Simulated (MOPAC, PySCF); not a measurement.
H$_{3}$AlS$_{3}$, SMILES `[SH][Al]([SH])[SH]`, neutral singlet in the gas phase. 

Cartesian coordinates (Å):
```xyz
7

S     -1.0327    -1.9696     0.2403
Al     0.2479    -0.2124     0.3502
S     -0.3607     1.7760    -0.3045
S      2.2440    -0.4918     1.1648
H     -2.0512    -1.2937    -0.3179
H     -1.5951     1.3808    -0.6596
H      2.5479     0.8108     1.0254
```
Charge 0, multiplicity 1.

All levels are single points at this geometry (PBE0-D3(BJ)/def2-TZVP); Pople sets use spherical d functions. Orbital energies aren't observables, and empty levels follow the basis.

```
level                            HOMO (eV)  LUMO (eV)  gap (eV)  dipole (D)  vertical IE, Delta-SCF (eV)
-------------------------------  ---------  ---------  --------  ----------  ---------------------------
B3LYP-D3(BJ)/def2-TZVP in PySCF      -7.46      -0.85      6.60        1.50                         9.51
M06-2X/def2-TZVP in PySCF            -8.88       0.01      8.90        1.55                         9.98
M06-2X/6-31G* in PySCF               -8.84      -0.09      8.75        1.97                            –
PBE/6-31G* in PySCF                  -6.47      -1.52      4.95        1.96                            –
SVWN5/6-31G* in PySCF                -6.55      -1.72      4.83        2.04                            –
PM7 in MOPAC                        -10.16      -1.23      8.93        3.02                            –
```
